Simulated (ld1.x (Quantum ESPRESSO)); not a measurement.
**What one change does to a pseudopotential (hydrogen (H), ultrasoft)**

```
Element                 : hydrogen
Generator               : ld1.x (Quantum ESPRESSO) 7.5
Type                    : ultrasoft
Functional              : PBE
Relativity              : non-relativistic
Frozen core             : none
Valence charge          : 1
Reference configuration : 1s1
Partial waves           : 1s (bound): rcut 0.70, rcutus 0.85 bohr; 1s channel at 0.05 Ry: rcut 0.70, rcutus 0.85 bohr
Local potential         : all-electron potential smoothed inside 0.65 bohr (lloc = -1)
Core correction         : none
Augmentation charge     : PSQ, inside the norm-conserving radii
```

Change: waves 1s (bound): rcut 0.92, rcutus 1.12 bohr; 1s channel at 0.05 Ry: rcut 0.92, rcutus 1.12 bohr; local potential all-electron potential smoothed inside 0.86 bohr (lloc = -1).

Cutoffs: the cutoffs (Ry, on a coarse ladder) from which the occupation-weighted sum of valence levels, in a spherical-Bessel basis at the reference potential, stays within 10 and 1 mRy of its value at 400 Ry; they do not see the model core or the augmentation charge, which bear on the density cutoff. Errors are all-electron minus pseudo energies relative to the spin-unpolarised reference configuration.

Problem. How do hardness, ghosts and transferability respond?

Solution. The potential gets softer (25 Ry and 45 Ry → 18 Ry and 30 Ry); neither file shows a bound ghost. A larger radius leaves more room for a smooth pseudo-wave, so fewer plane waves are needed.

```
                            quantity    base  changed
                       cutoff, loose   25 Ry    18 Ry
                       cutoff, tight   45 Ry    30 Ry
                        bound ghosts    none     none
   error for 1s0.5, meV [ΔE 4.76 eV]     0.0     +0.2
lowest overlap eigenvalue by channel  s 0.99   s 0.99
```
